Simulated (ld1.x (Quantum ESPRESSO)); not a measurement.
How hard is this gallium (Ga) ultrasoft potential?

| Quantity | Value |
| --- | --- |
| Element | Ga (Z = 31) |
| Generator | ld1.x (Quantum ESPRESSO) 7.5 |
| Type | ultrasoft |
| Functional | PBE |
| Relativity | scalar-relativistic |
| Frozen core | [Ne] 3s2 |
| Valence charge | 19 |
| Reference configuration | 3p6 3d10 4s1 4p0 (charge +2) |
| Partial waves | 4s (bound): rcut 1.35, rcutus 1.85 bohr; 4s channel at -1.45 Ry: rcut 1.35, rcutus 1.85 bohr; 3p (bound): rcut 1.00, rcutus 1.15 bohr; 4p (bound, empty): rcut 1.00, rcutus 1.15 bohr; 3d (bound): rcut 1.20, rcutus 1.45 bohr; 3d channel at -2.55 Ry: rcut 1.20, rcutus 1.45 bohr |
| Local potential | all-electron potential smoothed inside 1.05 bohr (lloc = -1) |
| Core correction | a·sin(br)/r model core, default radius (core density twice the valence density) |
| Augmentation charge | PSQ, radius 0.85 bohr |

The pseudo-atom Hamiltonian at the reference potential is diagonalised in spherical Bessel functions j_l(qr) that vanish at 20 bohr, with q² up to the cutoff. All-electron valence levels (Ry): 4s -1.9161, 3p -8.7607, 4p -1.3038, 3d -2.8927.

Problem. How do the lowest levels (Ry) of each channel move with the cutoff, and are there ghosts?

Solution.

```json
{"cutoff (Ry)": "8", "s #1": "-1.9129", "s #2": "-0.6673", "p #1": "-4.7388", "p #2": "-0.8860", "d #1": "-0.8184", "d #2": "-0.3569", "f #1": "-0.2851", "Σ f·Δε (mRy)": "44878.0"}
{"cutoff (Ry)": "18", "s #1": "-1.9161", "s #2": "-0.6686", "p #1": "-7.7409", "p #2": "-1.1023", "d #1": "-1.8599", "d #2": "-0.5339", "f #1": "-0.2854", "Σ f·Δε (mRy)": "16447.7"}
{"cutoff (Ry)": "40", "s #1": "-7.1568", "s #2": "-1.9161", "p #1": "-8.7047", "p #2": "-1.2028", "d #1": "-2.8766", "d #2": "-0.6060", "f #1": "-0.2855", "Σ f·Δε (mRy)": "497.7"}
{"cutoff (Ry)": "60", "s #1": "-8.0242", "s #2": "-1.9161", "p #1": "-8.7578", "p #2": "-1.2411", "d #1": "-2.8919", "d #2": "-0.6091", "f #1": "-0.2855", "Σ f·Δε (mRy)": "25.9"}
{"cutoff (Ry)": "110", "s #1": "-8.2057", "s #2": "-1.9161", "p #1": "-8.7606", "p #2": "-1.3028", "d #1": "-2.8927", "d #2": "-0.6091", "f #1": "-0.2855", "Σ f·Δε (mRy)": "1.7"}
{"cutoff (Ry)": "180", "s #1": "-8.2079", "s #2": "-1.9161", "p #1": "-8.7607", "p #2": "-1.3037", "d #1": "-2.8927", "d #2": "-0.6091", "f #1": "-0.2855", "Σ f·Δε (mRy)": "0.3"}
{"cutoff (Ry)": "400", "s #1": "-8.2079", "s #2": "-1.9161", "p #1": "-8.7607", "p #2": "-1.3038", "d #1": "-2.8927", "d #2": "-0.6091", "f #1": "-0.2855", "Σ f·Δε (mRy)": "0.0"}
```

Result: ghost state, extra bound levels that the all-electron valence spectrum of the same l lacks: s at -111.7 eV (a true bound ghost makes a file unfit for plane-wave use); 10 mRy is reached at 80 Ry and 1 mRy at 140 Ry.
